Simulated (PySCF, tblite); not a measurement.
Isomers of C6H11NO. Computed values, GFN2-xTB/tblite, gas phase, harmonic and unscaled. This tight-binding method is rough: wavenumbers can miss measured ones by several per cent, in bad cases by 10 to 20. One conformer each.

Electronic energies: PBE0/pcSseg-1 single points on the GFN2-xTB geometries (PySCF, gas phase).

```tsv
SMILES	electronic energy, lowest = 0 (kcal/mol)
C=C[C@@H](CC)C(N)=O	13.9
CO[C@H]1C=NCCC1	37.0
C=CCNC(=O)CC	16.0
O=CN1CCCCC1	0.0
```

Task: How do GFN2-xTB zero-point energies change the relative energies?

Result: 
```
             SMILES  ZPE (kcal/mol)  of it from modes above 1550 cm⁻¹  electronic (kcal/mol)  with ZPE, lowest = 0 (kcal/mol)  lowest mode (cm⁻¹)  rings
        O=CN1CCCCC1           103.6                              49.0                    0.0                              0.0                  66      1
C=C[C@@H](CC)C(N)=O           100.4                              54.0                   13.9                             10.8                  27      0
       C=CCNC(=O)CC           100.2                              53.1                   16.0                             12.6                  9i      0
    CO[C@H]1C=NCCC1           102.0                              48.9                   37.0                             35.4                  73      1
```

The zero-point energies span 3.4 kcal/mol, from `C=CCNC(=O)CC` to `O=CN1CCCCC1`. Slightly imaginary modes are left out of the zero-point energy: `C=CCNC(=O)CC` 9.3i cm⁻¹. The order is unchanged.

Task: And how do the electronic energies of GFN2-xTB itself compare?

Result: `O=CN1CCCCC1` 0.0; `C=C[C@@H](CC)C(N)=O` 33.6; `C=CCNC(=O)CC` 33.0; `CO[C@H]1C=NCCC1` 30.5 kcal/mol, lowest = 0. Against the energies above, taken from the same isomer `O=CN1CCCCC1`, the largest difference is 19.7 kcal/mol.

Task: What do entropy and thermal enthalpy add at 298.15 K and 1 bar (rigid rotor, harmonic oscillator, one conformer each)?

Result: 
```csv
SMILES,point group,symmetry number,S (cal/(mol K)),H − H(0) (kcal/mol),ZPE + H − H(0) − TS (kcal/mol)
O=CN1CCCCC1,C1,1,84.9,5.28,83.6
C=C[C@@H](CC)C(N)=O,C1,1,98.2,6.81,78.0
CO[C@H]1C=NCCC1,C1,1,87.8,5.66,81.5
```

Not tabulated: `C=CCNC(=O)CC` (lowest mode only 9i cm⁻¹).
